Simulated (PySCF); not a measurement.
A structure optimised at PBE0-D3(BJ)/def2-TZVPD, used in a PySCF frequency run:

```xyz
4

O      0.0000     0.0000     0.0757
H      0.8132     0.4695    -0.2018
H      0.0000    -0.9390    -0.2018
H     -0.8132     0.4695    -0.2018
```
Charge +1, spin multiplicity 1.

Write its SMILES, formula and point group.

[OH3+], H3O, C3v

What are its rotational constants (standard atomic weights)?

330.54, 330.54, 189.54 GHz
